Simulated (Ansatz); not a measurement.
A nudged elastic band was laid between two geometries of Cl3HOZr + H3Si (10 atoms, charge 0, multiplicity 2).

The calculation used Ansatz, UKS PBE/def2-SVP.

```json
{
 "movable images": "7",
 "climbing image": "yes",
 "spring": "5.0 eV/Å²",
 "optimiser": "quadratic models (default)",
 "start path": "through a guess of the saddle point",
 "force threshold": "0.03 eV/Å",
 "iteration limit": "60",
 "end points": "relaxed"
}
```

Image 0:

```xyz
10
Properties=species:S:1:pos:R:3
Zr 0.012 0.022 -0.293
Cl 0.230 0.232 2.045
Cl 2.140 -0.129 -1.290
Cl -1.155 1.875 -1.159
O -0.963 -1.555 -0.678
H -1.486 -2.347 -0.872
Si 0.002 0.030 5.903
H -0.759 -1.185 6.363
H 1.434 -0.024 6.361
H -0.669 1.295 6.367
```

Image 8:

```xyz
10
Properties=species:S:1:pos:R:3
Zr -0.011 0.031 -0.431
Cl 0.046 -0.027 3.050
Cl 2.346 -0.067 -0.581
Cl -1.189 2.079 -0.485
O -0.993 -1.599 -0.416
H -1.524 -2.409 -0.435
Si 0.031 0.041 5.155
H -0.722 -1.154 5.658
H 1.448 0.010 5.644
H -0.647 1.306 5.588
```

(1) What changes between the two ends?

(2) Give the energies along the band, and the barrier.

Answers

(1) Bonds broken: Zr1–Cl2. Bonds formed: Cl2–Si7. Cl3HOZr + H3Si becomes Cl2HOZr + ClH3Si.

(2) It converged. The highest image is number 8 of 0 to 8, 11.3 kcal/mol above the first end and 0.0 kcal/mol above the last; the last end lies 11.3 kcal/mol above the first. The highest image is an end point: on this band no image between the ends rises above it. Inner images lie up to 0.020 eV below the lower end, so the ends aren't the lowest states on this path.

```json
{"image": "0", "path coordinate (Å)": "0.00", "energy (kcal/mol)": "0.0", "Zr1–Cl2 (Å)": "2.36", "Cl2–Si7 (Å)": "3.87"}
{"image": "1", "path coordinate (Å)": "1.06", "energy (kcal/mol)": "-0.2", "Zr1–Cl2 (Å)": "2.36", "Cl2–Si7 (Å)": "3.77"}
{"image": "2", "path coordinate (Å)": "2.13", "energy (kcal/mol)": "-0.4", "Zr1–Cl2 (Å)": "2.36", "Cl2–Si7 (Å)": "3.69"}
{"image": "3", "path coordinate (Å)": "3.20", "energy (kcal/mol)": "-0.5", "Zr1–Cl2 (Å)": "2.36", "Cl2–Si7 (Å)": "3.70"}
{"image": "4", "path coordinate (Å)": "4.26", "energy (kcal/mol)": "-0.1", "Zr1–Cl2 (Å)": "2.36", "Cl2–Si7 (Å)": "3.62"}
{"image": "5", "path coordinate (Å)": "5.33", "energy (kcal/mol)": "1.8", "Zr1–Cl2 (Å)": "2.37", "Cl2–Si7 (Å)": "3.11"}
{"image": "6", "path coordinate (Å)": "6.39", "energy (kcal/mol)": "11.1", "Zr1–Cl2 (Å)": "3.52", "Cl2–Si7 (Å)": "2.10"}
{"image": "7", "path coordinate (Å)": "7.46", "energy (kcal/mol)": "11.2", "Zr1–Cl2 (Å)": "3.50", "Cl2–Si7 (Å)": "2.10"}
{"image": "8", "path coordinate (Å)": "8.29", "energy (kcal/mol)": "11.3", "Zr1–Cl2 (Å)": "3.48", "Cl2–Si7 (Å)": "2.11"}
```

Run time: 10 min on 4 threads of Intel(R) Xeon(R) Platinum 8488C (Sapphire Rapids), on a shared host, peak memory 0.33 GiB.
